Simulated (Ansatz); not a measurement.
C$_{3}$H$_{10}$BN (`CB(C)CN`). Charge 0, multiplicity 1.

Cartesian coordinates in Å:
```
C 0.254 1.557 0.329
B -0.028 0.184 -0.368
C -0.405 0.113 -1.888
C 0.040 -1.153 0.451
N 0.515 -1.054 1.821
H 0.337 2.408 -0.350
H -0.574 1.774 1.019
H 1.147 1.503 0.960
H 0.464 0.439 -2.475
H -1.197 0.828 -2.135
H -0.699 -0.876 -2.249
H 0.704 -1.827 -0.111
H -0.958 -1.623 0.344
H 0.400 -1.926 2.321
H 0.002 -0.347 2.333
```

Problem. Give the diagnostics of a CCSD(T)/def2-TZVPP run (frozen core, Ansatz). (Estimate.)

Solution. Ansatz gave: T1 = 0.0097, largest single amplitude 0.015, largest double 0.016, (T) share of the correlation energy 3.7 %, 9 CCSD cycles. The RHF solution is stable towards an unrestricted one. T1 lies under the customary mark of 0.02 for closed shells.
